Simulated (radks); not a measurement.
The numbers below are computed, except where a source is named.
The bismuth ion Bi2+ inside a hard spherical wall (all orbitals vanish at R), configuration held at [Hg] 6p1 and not refilled when levels cross. Code: a radial shooting solver on a logarithmic mesh with Libxc functionals. Model: scalar-relativistic Kohn-Sham, LDA (Slater exchange, Perdew-Wang correlation), spin-polarised, spherical densities, finite nucleus; open shells are filled with parallel spins first (spin-orbit coupling, left out, can overturn this in heavy ions); Fermi nuclear charge, rms radius 5.5211 fm. Eigenvalues in eV for spin up, with the zero of energy where the potential of the charges vanishes at infinity; a dash marks a level that is unbound or too diffuse for the functional's potential to be trusted. A positive occupied level is held by the wall or, in an anion where self-interaction has pushed it up, behind a barrier. The pressure on the wall is -dE/dV.

R (bohr)  E (hartree)  kinetic (hartree)    e(5p)    e(5d)    e(6s)    e(6p)  e(7s, empty)  e(6d, empty)  pressure (GPa)
free      -21511.9706          24374.550  -113.64  -44.788  -31.377  -19.869       -10.070        -9.086               0
7         -21511.9700          24374.557  -113.61  -44.762  -31.357  -19.836        -9.004        -8.569          0.0555
6         -21511.9666          24374.592  -113.51  -44.664  -31.277  -19.693        -7.133        -7.655           0.491
5         -21511.9448          24374.769  -113.09  -44.266  -30.917  -19.011        -1.986        -5.121            4.45
4         -21511.8049          24375.686  -111.49  -42.783  -29.220  -15.955        12.957         2.383            45.7
2.5       -21508.3835          24392.365  -95.955  -27.468   -2.236   23.112        129.33        64.638            3110
1.5       -21459.6988          24575.930   -7.028   79.742   238.78   308.45        717.16        398.30          172000
